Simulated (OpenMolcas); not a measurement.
**Mn³⁺: effect of the basis set**

| Item | Value |
| --- | --- |
| Program | OpenMolcas 26.06 |
| Method | MS-RASPT2, IPEA 0.25 Eh, imaginary shift 0.1 Eh (closed shells correlated: 3s) |
| Active space | 10 electrons in 8 orbitals (RAS1 3p, at most 2 holes; RAS2 3d) |
| State averaging | 2S+1 = 5 even, 5 roots; 2S+1 = 3 even, 45 roots; 2S+1 = 1 even, 44 roots |
| Spin-orbit coupling | RASSI with atomic mean-field integrals over the reference wave functions, term energies averaged over their components |

A. ANO-RCC-VTZP [6s5p3d2f1g], DKH2, point nucleus; CASPT2 step roughly 50 core-seconds
B. ANO-R2 [7s4p4d2f1g], X2C, finite nucleus; CASPT2 step about 80 core-seconds
C. ANO-RCC-VQZP [7s6p4d3f2g1h], DKH2, point nucleus; CASPT2 step roughly 100 core-seconds

Energies in eV above 3d⁴ ⁵D₀, the measured ground level; measured values from Corliss and Sugar, J. Phys. Chem. Ref. Data 6, 1253 (1977).

```json
{"Level": "3d⁴ ⁵D₀", "A": "0.0000", "B": "0.0000", "C": "0.0000", "Measured": "0.0000"}
{"Level": "3d⁴ ⁵D₁", "A": "0.0131", "B": "0.0129", "C": "0.0129", "Measured": "0.0123"}
{"Level": "3d⁴ ⁵D₂", "A": "0.0387", "B": "0.0382", "C": "0.0379", "Measured": "0.0356"}
{"Level": "3d⁴ ⁵D₃", "A": "0.0756", "B": "0.0746", "C": "0.0741", "Measured": "0.0685"}
{"Level": "3d⁴ ⁵D₄", "A": "0.1225", "B": "0.1209", "C": "0.1201", "Measured": "0.1098"}
{"Level": "3d⁴ ³P₀(1)", "A": "2.619", "B": "2.637", "C": "2.596", "Measured": "2.5608"}
{"Level": "3d⁴ ³H₄", "A": "2.682", "B": "2.698", "C": "2.635", "Measured": "2.6385"}
{"Level": "3d⁴ ³P₁(1)", "A": "2.697", "B": "2.714", "C": "2.673", "Measured": "2.6382"}
{"Level": "3d⁴ ³H₅", "A": "2.710", "B": "2.726", "C": "2.663", "Measured": "2.6625"}
{"Level": "3d⁴ ³H₆", "A": "2.741", "B": "2.756", "C": "2.693", "Measured": "2.6879"}
{"Level": "3d⁴ ³P₂(1)", "A": "2.834", "B": "2.849", "C": "2.807", "Measured": "2.7679"}
{"Level": "3d⁴ ³F₂(1)", "A": "2.902", "B": "2.919", "C": "2.874", "Measured": "2.8257"}
{"Level": "3d⁴ ³F₃(1)", "A": "2.912", "B": "2.929", "C": "2.883", "Measured": "2.8346"}
{"Level": "3d⁴ ³F₄(1)", "A": "2.927", "B": "2.944", "C": "2.898", "Measured": "2.8466"}
{"Level": "3d⁴ ³G₃", "A": "3.249", "B": "3.265", "C": "3.210", "Measured": "3.1542"}
{"Level": "3d⁴ ³G₄", "A": "3.282", "B": "3.298", "C": "3.243", "Measured": "3.1828"}
{"Level": "3d⁴ ³G₅", "A": "3.311", "B": "3.327", "C": "3.271", "Measured": "3.2084"}
{"Level": "3d⁴ ¹G₄(1)", "A": "4.010", "B": "4.031", "C": "3.956", "Measured": ""}
{"Level": "3d⁴ ¹I₆", "A": "4.030", "B": "4.054", "C": "3.965", "Measured": ""}
{"Level": "3d⁴ ³D₃", "A": "4.045", "B": "4.064", "C": "4.013", "Measured": "3.8913"}
{"Level": "3d⁴ ³D₂", "A": "4.056", "B": "4.075", "C": "4.023", "Measured": "3.9022"}
{"Level": "3d⁴ ³D₁", "A": "4.067", "B": "4.086", "C": "4.034", "Measured": "3.9155"}
{"Level": "3d⁴ ¹S₀", "A": "4.387", "B": "4.410", "C": "4.348", "Measured": ""}
{"Level": "3d⁴ ¹D₂", "A": "5.056", "B": "5.083", "C": "5.014", "Measured": ""}
```

Deviations, from unrounded energies. A percentage is the sum of absolute deviations over the sum of measured energies, with the sign that they share, or ± where signs differ.

```json
{"Against measurement": "mean absolute deviation (cm-1)", "Levels": "19", "A": "570", "B": "680", "C": "350"}
{"Against measurement": "fine structure of the ground term (%)", "Levels": "4", "A": "+10.5", "B": "+9.0", "C": "+8.4"}
{"Against measurement": "other terms of the ground configuration (%)", "Levels": "15", "A": "+2.9", "B": "+3.4", "C": "±1.8"}
```

C lies closest to measurement on these levels and B furthest from it. The largest miss of C in the table is 3d⁴ ³D₃, by +980 cm-1. The ranking rests on the paired levels alone, and a cruder setting can come out closer through cancelling errors.

The two smallest mean deviations differ by little beside CASPT2's spread within terms, so their order carries little weight.

Among A to C the level of the table that moves most is 3d⁴ ¹I₆, by 720 cm-1 (lowest in C, highest in B). Moves below CASPT2's spread within the term are not significant.

CASPT2 does not keep the components of a term degenerate, so their means are used; among the terms shown or strongly mixed into the levels shown the widest spread is 1500 cm-1 (3d⁴ ¹I, C). Active for correlation alone: 3p; no level in the range computed is led by a configuration that opens it, so any true level of that kind is missing. The CASPT2 spread within a term exceeds the gap to the next term for 3d⁴ ³H and 3d⁴ ³P(1), 3d⁴ ¹G(1) and 3d⁴ ¹I, 3d⁴ ¹I and 3d⁴ ³D, so the order of their levels is uncertain. Measured partners are found by configuration, term and J. A level has none where our copy of the source lacks it or the pairing is in doubt (some pairs that miss far off the trend of their configuration count as doubtful), and it then counts in no deviation. Levels of configurations outside the active space are missing. The table leaves out levels that lie high or whose names do not pair safely across all columns.

A number in round brackets counts repeated terms of one configuration in the order of the reference energies.
